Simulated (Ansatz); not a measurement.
Cost and result up the ladder for the cluster Sn2Te (the lowest singlet isomer of a short search) (3 atoms). The state is a singlet with charge 0. Geometry: r2SCAN-D4/def2-SVP.

```xyz
3

Sn   -1.453   -0.744   -0.338
Sn    0.650    1.236   -0.911
Te    0.804   -0.492    1.249
```

Ansatz on 4 threads of Arm Neoverse V2 on a shared host. Times are rough, and most runs start from the orbitals of an earlier one. CAM-B3LYP-D4/def2-TZVP serves as the yardstick here, not as an exact answer. Binding counts from free atoms at the same level (Sn triplet, Te triplet; other spins of the atoms weren't run), without zero-point energy or a counterpoise term.

In the def2 sets Sn, Te take a core potential; there is no spin–orbit coupling. Correlated methods freeze 12 core orbitals; core or outer-core shells of Sn, Te are correlated, in sets that lack core-valence functions. The structure comes from a short search, and lower isomers may exist.

Correlated methods converge slowly with the basis.

```tsv
level	functions	wall time
revPBE-D4/def2-TZVP	150	1.2 s
PBE-D4/def2-TZVP	150	1.2 s
BLYP-D4/def2-TZVP	150	1.4 s
PBE-D4/def2-TZVPD	171	1.9 s
PBE0-D4/def2-TZVP	150	2.1 s
CAM-B3LYP-D4/def2-TZVP	150	2.3 s
MP2/def2-TZVP	150	2.4 s
PBE0-D4/def2-TZVPD	171	2.7 s
r2SCAN-D4/def2-TZVP (with forces)	150	3.3 s
r2SCAN0-D4/def2-TZVP	150	3.3 s
r2SCAN-D4/def2-TZVPD	171	3.7 s
B2PLYP/def2-TZVP	150	3.8 s
RPA@PBE/def2-TZVP	150	3.9 s
CCSD(T)/def2-TZVPP	150	25 s
```

**Question.** Estimate what each level gives for the binding energy per atom (eV).

**Answer.** 
```tsv
level	binding energy per atom (eV)	difference from CAM-B3LYP-D4/def2-TZVP (eV)	remarks
revPBE-D4/def2-TZVP	2.20	0.16	–
PBE-D4/def2-TZVP	2.34	0.30	–
BLYP-D4/def2-TZVP	2.26	0.21	–
PBE-D4/def2-TZVPD	2.35	0.30	–
PBE0-D4/def2-TZVP	2.20	0.16	–
CAM-B3LYP-D4/def2-TZVP	2.05	0.00	–
MP2/def2-TZVP	2.18	0.13	restricted SCF unstable
PBE0-D4/def2-TZVPD	2.20	0.16	–
r2SCAN-D4/def2-TZVP (with forces)	2.19	0.14	–
r2SCAN0-D4/def2-TZVP	2.08	0.03	–
r2SCAN-D4/def2-TZVPD	2.19	0.14	–
B2PLYP/def2-TZVP	2.14	0.09	–
RPA@PBE/def2-TZVP	1.89	-0.16	–
CCSD(T)/def2-TZVPP	2.08	0.03	restricted SCF unstable
```
